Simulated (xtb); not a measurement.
Cl₃HHfS, SMILES [SH][Hf]([Cl])([Cl])[Cl], multiplicity 1. All values are semi-empirical tight-binding results from xtb (GFN2-xTB unless named), good for trends rather than for accurate numbers. Geometry optimised at GFN2-xTB. The multiplicity is an assumed one; other spin states were not compared. The values are those of a single conformer.

For metal compounds this method's bond lengths and energies can be far off.

- orbital gap: 1.82 eV
- zero-point energy: 6.3 kcal/mol
- G − E(el) at 298.15 K (modified RRHO): -18.1 kcal/mol
